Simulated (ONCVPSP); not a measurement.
**Cutoff test, Ag, ONCV**

silver (Ag), optimised norm-conserving Vanderbilt (ONCV), made with ONCVPSP 4.0.1 (PBEsol, scalar-relativistic). Core [Ar] 3d10, reference 4s2 4p6 4d10 5s0.5 (charge +0.5). Waves: 4s+5s: rc 1.35 bohr, ncon 4, nbas 8, qcut 8.6 1/bohr, 2 projectors; 4p: rc 1.20 bohr, ncon 4, nbas 7, qcut 10.8 1/bohr, 2 projectors, debl 3 Ha; 4d: rc 1.10 bohr, ncon 5, nbas 8, qcut 9.5 1/bohr, 2 projectors, debl 2.3 Ha. Local part: polynomial inside 1.00 bohr (lpopt 5, dvloc0 2 Ha). Core correction: none.

Question: For each optimised wave give the share of its norm inside rc, the residual kinetic energy above qcut (Ha) and the cutoffs (Ha) for errors of 10, 1, 0.1 and 0.01 mHa per electron.

Answer:

| wave | norm inside rc | residual KE | 10 mHa | 1 mHa | 0.1 mHa | 0.01 mHa |
| --- | --- | --- | --- | --- | --- | --- |
| 4s | 0.912 | 2.3e-05 | 23.4 | 29.3 | 33.9 | 61.1 |
| 5s | 0.039 | 1.1e-05 | 18.0 | 26.3 | 32.2 | 38.2 |
| 4p | 0.743 | 7.9e-06 | 32.7 | 43.6 | 51.0 | 58.5 |
| p projector 2 | 0.030 | 2.2e-06 | 11.9 | 35.4 | 46.2 | 53.9 |
| 4d | 0.373 | 1.8e-04 | 27.8 | 37.7 | 49.7 | 161.3 |
| d projector 2 | 0.060 | 6.0e-04 | 24.9 | 39.9 | 161.9 | 229.8 |

The occupied waves need 44 Ha and 51 Ha for 1 and 0.1 mHa.
